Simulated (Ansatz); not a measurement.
`OCBO[SiH3]` + HCl → `[SiH3]OBCl` + CH₃OH  (ligand exchange at a B–C bond)

Calculated with Ansatz (gas phase, PBE0-D4/def2-TZVP geometries, no zero-point term in ΔE). CCSD(T)/CBS is the MP2 limit (def2-TZVPP, def2-QZVPP) plus CCSD(T) − MP2 in def2-TZVPP, frozen cores. This one scheme is used for every species. Functionals use def2-TZVPP. B3LYP here is the variant with VWN-RPA as its local correlation; programs differ in this. One conformer a species, not always the lowest.

```tsv
level	ΔE (kcal/mol)
B2PLYP	-24.4
PBE	-24.2
PBE0	-24.0
B3LYP	-24.0
CCSD/def2-TZVPP	-23.3
CCSD(T)/def2-TZVPP	-23.7
HF/def2-QZVPP	-24.4
MP2/CBS(def2)	-25.2
```

(1) What does CCSD(T)/CBS give? (Best estimate.)

Largest T1 diagnostic among the species: 0.012.

Results:

(1) Ansatz gave: -23.9 kcal/mol. The listed levels differ from it by -0.5, -0.3, -0.1, -0.1, 0.6, 0.2, -0.5, -1.3 kcal/mol.
